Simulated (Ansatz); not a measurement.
Stepwise reaction of `O[SiH2]N[SiH2]Cl` with water, as a gas-phase model of exchange steps in deposition or etching. ΔE in kJ/mol.

Computed with Ansatz on PBE0-D4/def2-TZVP structures; ΔE is electronic, products minus reactants. CCSD(T)/CBS is the MP2 limit (def2-TZVPP, def2-QZVPP) plus CCSD(T) − MP2 in def2-TZVPP, frozen cores. This one scheme is used for every species. Functionals use def2-TZVPP. B3LYP here is the variant with VWN-RPA as its local correlation; programs differ in this. Each species was taken in one conformer, which may not be the lowest.

| step | reaction | PBE-D4 | B3LYP-D4 | ωB97M-V | CCSD(T)/CBS |
| --- | --- | --- | --- | --- | --- |
| 1 | `O[SiH2]N[SiH2]Cl` + H₂O → `O[SiH](O)N[SiH2]Cl` + H₂ | -94.5 | -101.1 | -102.1 | -97.6 |
| 2 | `O[SiH](O)N[SiH2]Cl` + H₂O → `O[SiH](O)N[SiH](O)Cl` + H₂ | -92.5 | -98.7 | -99.3 | -95.5 |

By hand: ΔE of the 2 steps together at CCSD(T)/CBS.

(-97.6) + (-95.5) = -193.1 kJ/mol, or -96.5 kJ/mol a step.

In ΔE the steps differ by no more than 2.1 kJ/mol. All are downhill at CCSD(T)/CBS. PBE-D4 differs from CCSD(T)/CBS by 3.0 to 3.1 kJ/mol a step. Isolated molecules leave out the surface, adducts and barriers. Largest T1 diagnostic: 0.011.
